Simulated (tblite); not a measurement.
C₇H₁₅NSi.
SMILES with atom numbers: `[CH2:1]=[CH:2]/[C:3]([CH3:4])=[N:5]\[C@@H:6]([SiH3:7])[CH2:8][CH3:9]` (hydrogens: H10, H11 on C1; H12 on C2; H13, H14, H15 on C4; H16 on C6; H17, H18, H19 on Si7; H20, H21 on C8; H22, H23, H24 on C9)

Cartesian coordinates in Å at the GFN2-xTB level; atoms count from 1:
```
atom  x, y, z in Å
C1     2.787    0.840   -1.853
C2     1.569    0.617   -1.370
C3     1.269   -0.104   -0.132
C4     2.426   -0.550    0.718
N5     0.112   -0.398    0.304
C6    -1.124   -0.109   -0.330
Si7   -1.514   -1.612   -1.465
C8    -2.194    0.066    0.751
C9    -1.934    1.312    1.591
H10    3.680    0.496   -1.360
H11    2.934    1.375   -2.777
H12    0.715    0.981   -1.926
H13    3.057   -1.245    0.167
H14    2.043   -1.044    1.606
H15    3.031    0.305    1.015
H16   -1.104    0.805   -0.947
H17   -0.469   -1.689   -2.489
H18   -1.522   -2.827   -0.657
H19   -2.822   -1.387   -2.086
H20   -2.181   -0.812    1.398
H21   -3.179    0.136    0.283
H22   -0.946    1.250    2.042
H23   -1.974    2.207    0.972
H24   -2.674    1.405    2.383
```

All values are computed: GFN2-xTB (tblite) harmonic vibrations without scaling, gas phase. This tight-binding method is rough: wavenumbers can miss measured ones by several per cent, in bad cases by 10 to 20. Modes of hydrogen on silicon can be 10 to 20 % off. One conformer, not necessarily the lowest.

Harmonic wavenumbers (cm⁻¹): 32.4, 66.6, 83.6, 105.6, 115.1, 142.1, 177.0, 201.5, 238.2, 286.6, 300.7, 344.8, 372.2, 413.5, 439.8, 542.5, 549.0, 587.1, 677.6, 744.9, 765.0, 779.5, 782.6, 789.3, 835.8, 894.1, 949.6, 969.6, 1005.6, 1013.8, 1023.2, 1060.5, 1066.6, 1113.1, 1134.4, 1187.6, 1246.9, 1261.9, 1290.5, 1319.0, 1353.7, 1381.5, 1406.7, 1411.9, 1475.6, 1475.8, 1477.8, 1500.5, 1506.4, 1650.9, 1677.1, 2249.9, 2255.6, 2303.6, 2804.8, 2963.2, 2991.6, 3011.3, 3019.1, 3019.4, 3027.0, 3040.3, 3058.1, 3062.0, 3099.2, 3128.6.

A = 1636, B = 863.3, C = 693.3 MHz; mass 141.097 u (most abundant isotopes); point group C1, symmetry number 1.

Problem. What is the zero-point energy?

Solution. Half the sum of the wavenumbers: 43131 cm⁻¹ = 515.95 kJ/mol.

Problem. Give the ideal-gas entropy at 298.15 K and 1 bar in the rigid-rotor, harmonic-oscillator model (classical rotation).

Solution. Translation 170.58, rotation 126.25, vibration 170.26: S = 467.1 J/(mol K).

Problem. And Cp and H(298.15 K) − H(0)?

Solution. Cp = 201.41 J/(mol K), of which vibrations give 168.15 (their classical limit is 66 R = 548.8); H(298.15 K) − H(0) = 36.10 kJ/mol without the zero-point energy, 26.18 from vibrations.

Problem. What must be added to the electronic energy to get the Gibbs energy at 298.15 K and 1 bar?

Solution. ZPE + [H(298.15 K) − H(0)] − T·S = 515.95 + 36.10 − 139.26 = 412.79 kJ/mol.

Problem. How do the functions run with temperature in this model?

Solution. 
| T (K) | S (J/(mol K)) | Cp (J/(mol K)) | H − H(0) (kJ/mol) | G − H(0) (kJ/mol) | ln q(vib) |
| --- | --- | --- | --- | --- | --- |
| 100 | 313.6 | 97.8 | 6.44 | -24.92 | 2.64 |
| 200 | 397.7 | 150.0 | 18.86 | -60.67 | 6.38 |
| 300 | 468.3 | 202.4 | 36.47 | -104.03 | 9.98 |
| 500 | 594.9 | 296.9 | 86.82 | -210.62 | 16.89 |
| 800 | 756.8 | 391.7 | 191.31 | -414.16 | 26.62 |
| 1000 | 849.0 | 433.8 | 274.08 | -574.94 | 32.61 |

q(vib) and H(0) count from the zero-point level.

Problem. Blend soft modes into free rotors: weight 1/[1 + (100 cm⁻¹/ν̃)⁴] for the oscillator and the rest for a rotor with moment μB/(μ + B), μ = h/(8π²ν), B = 10⁻⁴⁴ kg m². What vibrational entropy results?

Solution. 155.71 J/(mol K) in place of 170.26, which changes −T·S at 298.15 K by +4.34 kJ/mol.

Problem. Which modes carry the vibrational entropy at 298.15 K?

Solution. 32.4 cm⁻¹: 23.75; 66.6 cm⁻¹: 17.79; 83.6 cm⁻¹: 15.92; 105.6 cm⁻¹: 14.01; 115.1 cm⁻¹: 13.31; 142.1 cm⁻¹: 11.61 J/(mol K); the other 60 give 73.87 together.

Hindered rotation and anharmonicity are outside this model. Other conformers, if any are populated, would add a mixing term that is left out. The structure is chiral; the term R ln 2 for an equal mix with its mirror image is left out.
